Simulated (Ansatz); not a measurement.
Isolated molecules relaxed with PBE0-D4/def2-TZVP in Ansatz; ΔE leaves out vibrations. CCSD(T)/CBS adds triple-zeta CCSD(T) − MP2 to the extrapolated MP2 energy (def2 sets, frozen cores). DFT in def2-TZVPP. B3LYP here is the variant with VWN-RPA as its local correlation; programs differ in this. One conformer a species, not always the lowest.

Consider the redistribution: `N[Si@H](F)N[Si@H](N)F` + `N[SiH2]S[SiH](N)O` → `N[SiH2]S[SiH](N)F` + `N[Si@H](O)N[Si@@H](N)F`.

`N[Si@H](F)N[Si@H](N)F`:

Z-matrix (Å, degrees):
```
Si
F 1 1.597
N 1 1.703 2 114.2
N 1 1.713 2 103.6 3 -118.9
H 1 1.482 2 105.8 3 117.4
Si 3 1.722 1 130.6 2 -67.4
H 3 1.011 1 114.3 2 110.1
H 4 1.009 1 118.7 2 -179.7
H 4 1.009 1 118.7 2 -40.1
N 6 1.683 3 107.6 1 -10.0
F 6 1.604 3 106.0 1 -133.4
H 6 1.478 3 114.5 1 113.5
H 10 1.004 6 123.7 3 156.0
H 10 1.009 6 121.7 3 -22.7
```

`N[SiH2]S[SiH](N)O`:

Z-matrix (Å, degrees):
```
Si
S 1 2.115
N 1 1.743 2 109.2
H 1 1.485 2 113.4 3 115.9
H 1 1.486 2 105.8 3 -123.7
Si 2 2.176 1 99.5 3 -59.4
H 3 1.011 1 116.7 2 160.3
H 3 1.011 1 117.2 2 -66.6
N 6 1.694 2 111.1 1 165.4
O 6 1.626 2 108.0 1 44.4
H 6 1.482 2 107.4 1 -78.3
H 9 1.006 6 120.9 2 90.5
H 9 1.006 6 122.4 2 -64.9
H 10 0.978 6 115.1 2 -19.7
```

`N[SiH2]S[SiH](N)F`:

Cartesian coordinates in Å:
```
N -1.627 -1.156 -0.135
Si -1.632 0.516 0.208
S -0.206 1.746 -0.872
Si 1.472 0.489 -0.683
N 1.500 -0.193 0.883
F 1.435 -0.772 -1.668
H -0.825 -1.685 0.173
H -1.930 -1.469 -1.044
H -1.388 0.697 1.657
H -2.937 1.092 -0.191
H 2.656 1.268 -1.110
H 2.160 -0.923 1.100
H 1.323 0.393 1.683
```

`N[Si@H](O)N[Si@@H](N)F`:

Z-matrix (Å, degrees):
```
Si
O 1 1.635
N 1 1.742 2 106.0
N 1 1.706 2 116.8 3 -119.5
H 1 1.482 2 109.3 3 122.5
H 2 0.972 1 114.9 3 -3.0
Si 3 1.696 1 130.0 2 21.9
H 3 1.011 1 113.9 2 -168.4
H 4 1.007 1 119.2 2 -90.4
H 4 1.008 1 121.4 2 55.5
N 7 1.724 3 108.2 1 -40.6
F 7 1.599 3 114.6 1 73.3
H 7 1.481 3 108.8 1 -168.6
H 11 1.010 7 117.2 3 154.6
H 11 1.010 7 118.3 3 -69.7
```

```tsv
level	ΔE (kJ/mol)	difference from CCSD(T)/CBS
B3LYP-D4	8.2	0.3
ωB97X-V	6.6	-1.3
ωB97M-V	5.9	-2.0
B2PLYP	8.3	0.4
PBE	8.8	0.9
PBE0	8.6	0.7
MP2/def2-TZVPP	7.3	-0.6
MP2/def2-QZVPP	8.3	0.4
SCS-MP2/def2-QZVPP	7.4	-0.5
MP2/CBS(def2)	8.7	0.8
CCSD(T)/CBS	7.9	0
```

Largest T1 diagnostic among the species: 0.012.
